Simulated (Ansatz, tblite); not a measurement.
Cost and result up the ladder for the cluster Ga2Te3 (the lowest singlet isomer of a short search) (5 atoms). Charge 0, multiplicity 1. Geometry: r2SCAN-D4/def2-SVP.

Cartesian coordinates in Å:
```
Ga 0.825 0.253 0.377
Ga -1.153 -1.758 -0.758
Te 1.418 -2.113 0.227
Te 0.507 2.693 0.650
Te -1.596 0.926 -0.496
```

Ansatz on 4 threads of AMD EPYC 7B13 on a shared host; xTB runs through tblite on one thread. Times are rough, summed over both states, and most runs start from the orbitals of an earlier one. r2SCAN0-D4/def2-TZVP serves as the yardstick here, not as an exact answer. The other state is a quintet at its own geometry, which has other bonds, so the gap mixes isomer and spin.

In the def2 sets Te takes a core potential; there is no spin–orbit coupling. The xTB rows come from tblite. Correlated methods freeze 30 core orbitals; core or outer-core shells of Ga, Te are correlated, in sets that lack core-valence functions. At PBE0-D4/def2-TZVP a singlet of charge 0 lies 1.74 eV below the quintet, each at its own geometry. The structure comes from a short search, and lower isomers may exist.

Run but left out: HF/STO-3G (singlet: restricted singlet, unstable in another Hartree–Fock run and untested here); HF/def2-TZVP (singlet: restricted singlet, unstable towards broken spin symmetry).

Correlated methods converge slowly with the basis.

xTB has no spin-polarisation term.

| level | functions | wall time | quintet − singlet (eV) | difference from r2SCAN0-D4/def2-TZVP (eV) | remarks |
| --- | --- | --- | --- | --- | --- |
| GFN1-xTB | 45 | 0.013 s | 3.31 | 1.74 | – |
| GFN2-xTB | 45 | 0.026 s | 3.14 | 1.57 | – |
| PBE-D4/def2-TZVP | 246 | 9 s | 1.73 | 0.16 | – |
| r2SCAN-D4/def2-TZVP (with forces) | 246 | 21 s | 1.61 | 0.04 | – |
| PBE0-D4/def2-TZVP | 246 | 22 s | 1.73 | 0.16 | – |
| MP2/def2-TZVP | 246 | 28 s | 2.31 | 0.74 | restricted SCF unstable (singlet) |
| r2SCAN0-D4/def2-TZVP | 246 | 31 s | 1.57 | 0.00 | – |
